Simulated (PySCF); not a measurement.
TeClBr, SMILES Cl[Te]Br.

Geometry optimised at PBE0-D3(BJ)/def2-TZVP. The def2 effective core potentials stand for the cores of Te; spin–orbit coupling is left out.

All values below come from TDDFT-M06-2X/def2-SVPD run with PySCF.

Vertical excitations. The molecule is in vacuum. State labels are in the subgroup Cs.

Question: Estimate the UV-visible absorptions. (The exact figures need the calculation; the answer reports its results.)

Answer: 
```
state  symmetry  energy (eV)  λ (nm)      f                                                main pairs
-----  --------  -----------  ------  -----  --------------------------------------------------------
S1           A"         2.32     535  0.001                                            HOMO→LUMO 88 %
S2           A"         2.48     499  0.000                                          HOMO→LUMO+1 87 %
S3           A'         4.74     262  0.005                                          HOMO−1→LUMO 93 %
S4           A"         5.05     246  0.001                                          HOMO−2→LUMO 95 %
S5           A'         5.35     232  0.010                    HOMO−3→LUMO+1 70 %, HOMO−1→LUMO+1 12 %
S6           A"         5.60     221  0.001                                        HOMO−2→LUMO+1 79 %
S7           A'         5.62     221  0.011                      HOMO−1→LUMO+1 60 %, HOMO−3→LUMO 35 %
S8           A"         5.97     208  0.042                                          HOMO→LUMO+2 90 %
S9           A"         6.31     196  0.001  HOMO−4→LUMO+1 50 %, HOMO−4→LUMO 31 %, HOMO−2→LUMO+1 15 %
S10          A'         6.32     196  0.216  HOMO−3→LUMO 45 %, HOMO−3→LUMO+1 22 %, HOMO−1→LUMO+1 18 %
T1           A"         1.74     714      0                                            HOMO→LUMO 96 %
T2           A"         1.87     662      0                                          HOMO→LUMO+1 94 %
T3           A'         4.30     289      0                                          HOMO−1→LUMO 91 %
T4           A"         4.64     267      0                                          HOMO−2→LUMO 91 %
```
Triplets are in the Tamm–Dancoff approximation, which puts them higher than full response would, so one can lie above its singlet here.
